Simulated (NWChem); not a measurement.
# C2H7FSi; SMILES C[SiH](C)F

Program: NWChem. Medium grid unless said otherwise, to which SCAN and Minnesota functionals are sensitive. All runs use the structure optimised with PBE0/def2-SVP. Hybrids' shares of exact exchange are those that their runs print; pure functionals count as 0. The functionals differ in more than this share.

```
row                    share of exact exchange  orbital gap (eV)
---------------------  -----------------------  ----------------
PBE/def2-SVP                              0.00              8.01
BP86/def2-SVP                             0.00              8.05
B3LYP/def2-SVP                            0.20              9.90
r2SCAN0/def2-SVP                          0.25             10.89
MN15/def2-SVP                             0.44             11.56
M06-2X/def2-SVP                           0.54             12.42
Hartree-Fock/def2-SVP                     1.00          withheld
```

Problem. Fit a straight line of the last column on the one before it, predict the withheld value, and compare with the run.

Solution. 
1. Means of the 6 shown rows: x = 0.238, y = 10.138. Slope Σ(x − x̄)(y − ȳ)/Σ(x − x̄)² = 1.998/0.2469 = 8.092; intercept 8.210.
2. The shown rows scatter about the line by 0.309 (root mean square); the largest residual is +0.66, at r2SCAN0/def2-SVP.
3. At x = 1.00 (Hartree-Fock/def2-SVP; beyond the shown range) the line gives 16.30.
4. The run gives 16.72, +0.42 from the line, 1.4 times the scatter.
